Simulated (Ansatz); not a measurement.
`[SiH3][N]([SiH3])[GeH]` + `O[SiH3]` → `[SiH3][O][GeH]` + `[SiH3]N[SiH3]` at 600 K and 1 bar (ligand exchange at a Ge–N bond).

Program: Ansatz. Geometries: PBE0-D4/def2-TZVP. ΔE: electronic, gas phase. CCSD(T)/CBS is the MP2 limit (def2-TZVPP, def2-QZVPP) plus CCSD(T) − MP2 in def2-TZVPP, frozen cores. This one scheme is used for every species. For Ge outer-core shells are correlated without core-valence functions, which leaves a few kJ/mol of doubt a bond. Scalar relativity is left out up to krypton.

```
                 species  CCSD(T)/CBS energy (Eh)  H − E (kJ/mol)  S (J/(mol·K))
`[SiH3][N]([SiH3])[GeH]`              -2713.20588           234.2          466.8
               `O[SiH3]`               -366.69042           135.7          307.9
        `[SiH3][O][GeH]`              -2442.79250           139.4          385.9
         `[SiH3]N[SiH3]`               -637.10515           230.1          420.5
```

H − E and S are ideal-gas, rigid-rotor, harmonic terms from PBE0-D4/def2-TZVP. 1 Eh = 2625.50 kJ/mol, R = 8.31446 J/(mol·K).

By hand: ΔE, ΔH, ΔS and ΔG.

ΔE = (-2442.79250) + (-637.10515) − (-2713.20588) − (-366.69042) = -0.00135 Eh = -3.5 kJ/mol. Δ(H − E) = 139.4 + 230.1 − 234.2 − 135.7 = -0.4, so ΔH = -3.9 kJ/mol. ΔS = 385.9 + 420.5 − 466.8 − 307.9 = 31.7 J/(mol·K). ΔG = -3.9 − 600 × (31.7)/1000 = -22.9 kJ/mol.

By hand: the equilibrium constant, and the temperature at which ΔG would vanish if ΔH and ΔS stayed fixed.

log₁₀ K = −ΔG/(RT ln 10) = 2.0. ΔH and −TΔS have one sign here, so there is no such temperature.

TΔS isn't small against ΔH here. A doubt of 5 kJ/mol in ΔE shifts log₁₀ K by 0.4 here. Modes under 60 cm⁻¹, often nearly free rotors, make the harmonic entropy too high. These are equilibria of isolated gas molecules and say nothing of rates. Largest T1 diagnostic: 0.014 (customary marks: 0.02 for closed shells, 0.045 for open ones).
